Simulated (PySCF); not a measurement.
W(O)(NH)(NH2)(Me) (CH6N2OW), SMILES [CH3][W](=[NH])([NH2])=[O], multiplicity 1.

Geometry optimised at B3LYP-D3(BJ)/def2-SVP. The multiplicity is an assumed one; no other spin state was optimised. The structure was generated by enumeration; whether it is a known compound was not checked. The def2 effective core potentials stand for the cores of W; spin–orbit coupling is left out. One conformer was computed; it need not be the lowest.

Method: PySCF with PBE/def2-TZVP.

The molecule is in vacuum.

**Question.** Estimate the frontier levels, gap, dipole moment and polarisability. (An estimate is asked for; the answer gives what the named calculation found.)

**Answer.** 
```
Item                                                                                                            Result
---------------------------------------------------------------------------------------------  -----------------------
highest occupied level                                                                                        -6.42 eV
lowest empty level                                                                                            -2.08 eV
orbital gap                                                                                                    4.34 eV
dipole moment                                                                                                   2.68 D
quadrupole, principal values (traceless, Buckingham form, about the centre of nuclear charge)  -11.02, 0.79, 10.23 D·Å
mean static polarisability                                                                       72.6 bohr³ (10.75 Å³)
polarisability, principal values                                                                66.5, 75.1, 76.1 bohr³
```
